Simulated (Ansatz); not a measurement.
Species: C2H9N2Si, charge -1, multiplicity 1. It need not be the lowest isomer of its formula. Whether it binds its extra electron was not tested at this geometry. 
Geometry from a B3LYP-D3(BJ)/def2-TZVP (Ansatz, a quantum-chemistry and plane-wave program) optimisation:
```
Si
N 1 1.6516
H 2 1.0151 1 117.16
N 1 1.7845 2 109.09 3 -155.57
H 4 1.0125 1 114.48 2 -114.84
H 4 1.0138 5 107.87 1 -120.86
C 1 1.9209 2 117.65 3 -35.57
H 7 1.0940 1 109.78 2 -56.94
H 7 1.0960 8 107.75 1 -121.14
H 7 1.0963 8 107.90 9 -116.31
C 1 1.9284 2 119.09 3 88.01
H 11 1.0948 1 110.03 2 49.54
H 11 1.0953 12 107.37 1 120.27
H 11 1.0979 12 108.32 13 115.86
```
Charge -1, spin multiplicity 1.

Total electronic energies in hartree. Correlated levels leave the core frozen unless marked. Spin-orbit coupling is left out. No relativistic terms. CBS marks a two-point X^-3 extrapolation of the correlation energy; Hartree-Fock from the larger set. The bracket is a focal-point correction in the basis named.

```json
[
 {"level": "revPBE-D3(BJ)/def2-TZVPD", "program": "Ansatz + dftd3", "energy (Eh)": "-480.69429"},
 {"level": "r2SCAN-D4/def2-TZVPD", "program": "Ansatz + dftd4", "energy (Eh)": "-480.65571"},
 {"level": "PBE0/def2-SVP", "program": "Ansatz", "energy (Eh)": "-480.08525"},
 {"level": "r2SCANh/def2-TZVPD", "program": "Ansatz", "energy (Eh)": "-480.64121"},
 {"level": "CAM-B3LYP/def2-TZVPD", "program": "Ansatz", "energy (Eh)": "-480.70162"},
 {"level": "MP2/cc-pV(D+d)Z", "program": "Ansatz", "energy (Eh)": "-479.58887"},
 {"level": "SCS-MP2/cc-pVTZ", "program": "Ansatz", "energy (Eh)": "-479.85884"},
 {"level": "CCSD(T)/aug-cc-pV(D+d)Z", "program": "Ansatz", "energy (Eh)": "-479.76260"},
 {"level": "RI-MP2/CBS(aug-cc-pV(T+d)Z,aug-cc-pV(Q+d)Z)+[CCSD(T)-MP2]/aug-cc-pV(T+d)Z", "program": "Ansatz", "energy (Eh)": "-480.0886"}
]
```

Totals of different functionals don't rank their quality; only differences between species are comparable.
